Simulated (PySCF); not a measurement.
C2H5Si, SMILES [CH2][Si]C (connectivity only; charge and spin as stated), neutral, multiplicity 2.

The structure is a stationary point at ωB97X-D3(BJ)/def2-TZVP. The isomer is the one that the SMILES or the coordinates give; other isomers of the formula were not compared.

The numbers are results of TDA-PBE/def2-SVPD in PySCF, not measurements.

Vertical excitations. Gas-phase values at a fixed geometry.

Computed excitation energies, oscillator strengths and character:
```
state    energy (eV)  λ (nm)      f                                                                                         main pairs
-------  -----------  ------  -----  -------------------------------------------------------------------------------------------------
root 1          1.50     828  0.002                                                                                   β HOMO→LUMO 99 %
root 2          3.02     410  0.001                                                               α HOMO→LUMO 55 %, β HOMO→LUMO+1 44 %
root 3          3.80     326  0.015                                                                                 α HOMO−1→LUMO 98 %
root 4          4.50     276  0.006                                                                                 β HOMO−1→LUMO 91 %
root 5          5.06     245  0.002                                                             α HOMO→LUMO+1 62 %, β HOMO→LUMO+2 35 %
root 6          5.23     237  0.012                                                                               α HOMO−1→LUMO+1 98 %
root 7          5.31     234  0.030                                                             α HOMO→LUMO+1 36 %, β HOMO→LUMO+2 62 %
root 8          5.49     226  0.087  α HOMO→LUMO 22 %, α HOMO−1→LUMO+2 18 %, β HOMO→LUMO+1 30 %, β HOMO−2→LUMO 16 %, β HOMO−1→LUMO 5 %
root 9          5.81     213  0.007                                                             α HOMO→LUMO+2 76 %, β HOMO→LUMO+3 22 %
root 10         5.98     207  0.070                                                           α HOMO−1→LUMO+2 68 %, β HOMO−2→LUMO 28 %
```
Unrestricted roots are not spin-pure.
